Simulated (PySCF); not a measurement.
C2H10FN3Si (SMILES CN(C)[Si](N)(N)F), singlet, at a GFN2-xTB geometry, atoms displaced at random by about 0.03 Å a coordinate; PBE0/STO-3G, gradient run with PySCF.

PySCF was given this input:
```python
from pyscf import gto, scf, dft

mol = gto.M(
    atom='''
C    -0.286256   -1.152149    1.848668
N    -0.698546   -0.472021    0.668402
C    -2.053278   -0.028785    0.809282
Si    0.361861    0.263008   -0.452419
N     1.610602   -0.983852   -0.682392
N     1.048460    1.790488   -0.072138
F    -0.446560    0.451207   -1.791104
H    -0.276092   -0.503576    2.731618
H    -0.918179   -2.048806    2.065872
H     0.742608   -1.565973    1.718584
H    -2.736633   -0.805708    0.989202
H    -2.176827    0.701693    1.605847
H    -2.368049    0.535255   -0.193041
H     2.405813   -0.719866   -1.248639
H     1.323992   -1.950112   -0.899714
H     1.651040    1.888698    0.783887
H     1.356872    2.388399   -0.819006
''',
    basis='sto-3g',
    charge=0,
    spin=0,
    verbose=4,
)

mf = dft.RKS(mol)
mf.xc = 'pbe0'
mf.grids.level = 1
mf.kernel()
g = mf.nuc_grad_method()
g.grid_response = True
grad = g.kernel()
```

The log (banner, timings and long lists left out):

```
PySCF version 2.14.0

[INPUT] verbose = 4
[INPUT] num. atoms = 17
[INPUT] num. electrons = 66
[INPUT] charge = 0
[INPUT] spin (= nelec alpha-beta = 2S) = 0
[INPUT] symmetry False subgroup None
[INPUT] Mole.unit = angstrom
[INPUT] Symbol           X                Y                Z      unit          X                Y                Z       unit  Magmom
[INPUT]  1 C     -0.286256000000  -1.152149000000   1.848668000000 AA   -0.540945441513  -2.177246064692   3.493476215247 Bohr   0.0
[INPUT]  2 N     -0.698546000000  -0.472021000000   0.668402000000 AA   -1.320060625410  -0.891990415043   1.263096721112 Bohr   0.0
[INPUT]  3 C     -2.053278000000  -0.028785000000   0.809282000000 AA   -3.880133077595  -0.054395766496   1.529321337540 Bohr   0.0
[INPUT]  4 Si     0.361861000000   0.263008000000  -0.452419000000 AA    0.683818185161   0.497013088570  -0.854948003550 Bohr   0.0
[INPUT]  5 N      1.610602000000  -0.983852000000  -0.682392000000 AA    3.043596675677  -1.859210827106  -1.289533989594 Bohr   0.0
[INPUT]  6 N      1.048460000000   1.790488000000  -0.072138000000 AA    1.981302252561   3.383531949320  -0.136321063174 Bohr   0.0
[INPUT]  7 F     -0.446560000000   0.451207000000  -1.791104000000 AA   -0.843876098186   0.852657655487  -3.384696020613 Bohr   0.0
[INPUT]  8 H     -0.276092000000  -0.503576000000   2.731618000000 AA   -0.521738265183  -0.951620722904   5.162009896932 Bohr   0.0
[INPUT]  9 H     -0.918179000000  -2.048806000000   2.065872000000 AA   -1.735106843327  -3.871682222366   3.903932288407 Bohr   0.0
[INPUT] 10 H      0.742608000000  -1.565973000000   1.718584000000 AA    1.403325737911  -2.959260088464   3.247653082060 Bohr   0.0
[INPUT] 11 H     -2.736633000000  -0.805708000000   0.989202000000 AA   -5.171486873447  -1.522567456371   1.869320861872 Bohr   0.0
[INPUT] 12 H     -2.176827000000   0.701693000000   1.605847000000 AA   -4.113606850559   1.326007593524   3.034611027954 Bohr   0.0
[INPUT] 13 H     -2.368049000000   0.535255000000  -0.193041000000 AA   -4.474964059550   1.011485356804  -0.364794620812 Bohr   0.0
[INPUT] 14 H      2.405813000000  -0.719866000000  -1.248639000000 AA    4.546327676918  -1.360349586386  -2.359585738451 Bohr   0.0
[INPUT] 15 H      1.323992000000  -1.950112000000  -0.899714000000 AA    2.501982271115  -3.685177592228  -1.700213050437 Bohr   0.0
[INPUT] 16 H      1.651040000000   1.888698000000   0.783887000000 AA    3.120013420702   3.569121952014   1.481331742607 Bohr   0.0
[INPUT] 17 H      1.356872000000   2.388399000000  -0.819006000000 AA    2.564116466091   4.513419986185  -1.547697034376 Bohr   0.0

nuclear repulsion = 431.053957558744
number of shells = 33
number of NR pGTOs = 147
number of NR cGTOs = 49
basis = sto-3g
ecp = {}

******** <class 'pyscf.dft.rks.RKS'> ********
method = RKS
initial guess = minao
damping factor = 0
level_shift factor = 0
DIIS = <class 'pyscf.scf.diis.CDIIS'>
diis_start_cycle = 1
diis_space = 8
diis_damp = 0
SCF conv_tol = 1e-09
SCF conv_tol_grad = None
SCF max_cycles = 50
direct_scf = True
direct_scf_tol = 1e-13
XC library pyscf.dft.libxc version 7.1.2
    S. Lehtola, C. Steigemann, M. J. T. Oliveira, and M. A. L. Marques,  SoftwareX 7, 1–5 (2018)
XC functionals = pbe0
    C. Adamo and V. Barone,  J. Chem. Phys. 110, 6158 (1999)
    M. Ernzerhof and G. E. Scuseria,  J. Chem. Phys. 110, 5029 (1999)
radial grids:
    Treutler-Ahlrichs [JCP 102, 346 (1995); DOI:10.1063/1.469408] (M4) radial grids

becke partition: Becke, JCP 88, 2547 (1988); DOI:10.1063/1.454033
pruning grids: <function nwchem_prune>
grids dens level: 1
symmetrized grids: False
atomic radii adjust function: <function treutler_atomic_radii_adjust>
small_rho_cutoff = 0
Set gradient conv threshold to 3.16228e-05
Initial guess from minao.
tot grids = 62152
init E= -628.160377123992
  HOMO = -0.278600863263696  LUMO = 0.0711512067042737  gap/eV = 9.51724
cycle= 1 E= -627.303075247145  delta_E= 0.857  |g|= 0.704  |ddm|= 5.06
  HOMO = -0.0114712067132896  LUMO = 0.312094941734511  gap/eV = 8.80468
cycle= 2 E= -627.393621667984  delta_E= -0.0905  |g|= 0.508  |ddm|= 1.79
  HOMO = -0.114146309012629  LUMO = 0.26944888217123  gap/eV = 10.43816
cycle= 3 E= -627.476996403467  delta_E= -0.0834  |g|= 0.0192  |ddm|= 0.74
  HOMO = -0.114652568205496  LUMO = 0.265631270241526  gap/eV = 10.34805
cycle= 4 E= -627.477094749067  delta_E= -9.83e-05  |g|= 0.00897  |ddm|= 0.0383
  HOMO = -0.115614401852157  LUMO = 0.265992369776329  gap/eV = 10.38405
cycle= 5 E= -627.477117333402  delta_E= -2.26e-05  |g|= 0.00158  |ddm|= 0.0137
  HOMO = -0.115219058894783  LUMO = 0.266349504685519  gap/eV = 10.38301
cycle= 6 E= -627.477118159625  delta_E= -8.26e-07  |g|= 0.000316  |ddm|= 0.0029
  HOMO = -0.115279410250747  LUMO = 0.266343387418727  gap/eV = 10.38449
cycle= 7 E= -627.47711818996  delta_E= -3.03e-08  |g|= 9.67e-05  |ddm|= 0.000629
  HOMO = -0.115268114927926  LUMO = 0.266337694462943  gap/eV = 10.38402
cycle= 8 E= -627.477118193155  delta_E= -3.2e-09  |g|= 9.08e-06  |ddm|= 0.000165
  HOMO = -0.11526918726491  LUMO = 0.266336987790876  gap/eV = 10.38403
cycle= 9 E= -627.477118193186  delta_E= -3.09e-11  |g|= 4.45e-06  |ddm|= 2.29e-05
  HOMO = -0.115268289004876  LUMO = 0.266337731034028  gap/eV = 10.38403
Extra cycle  E= -627.477118193185  delta_E= 9.09e-13  |g|= 4.27e-06  |ddm|= 1.4e-05
converged SCF energy = -627.477118193185

******** <class 'pyscf.grad.rks.Gradients'> for <class 'pyscf.dft.rks.RKS'> ********
unit = Eh/Bohr
grid_response = True
--------------- RKS gradients ---------------
         x                y                z
0 C    -0.0323603194     0.0413349682    -0.0183378899
1 N     0.0001023665     0.0012911910     0.0146486445
2 C     0.0098905552    -0.0778782312     0.0726253238
3 Si    -0.0486090641     0.0359998532    -0.0132140443
4 N     0.0287247798    -0.0208767831    -0.0258085452
5 N     0.0028548512     0.0173689624    -0.0396803785
6 F     0.0248303760    -0.0113539524     0.0350441972
7 H     0.0017148975    -0.0030745872    -0.0120470565
8 H     0.0002613635    -0.0111362282    -0.0001519073
9 H     0.0073993497    -0.0081746186    -0.0006432619
10 H     0.0299087643     0.0391362452    -0.0057030546
11 H     0.0036957468    -0.0116301503    -0.0146048301
12 H    -0.0105547728     0.0293625299    -0.0471056425
13 H    -0.0190874120    -0.0025847104     0.0149596488
14 H     0.0024060452    -0.0001219496     0.0028662114
15 H     0.0100210172     0.0000051142     0.0188487326
16 H    -0.0111985447    -0.0176676531     0.0183038525
----------------------------------------------
```
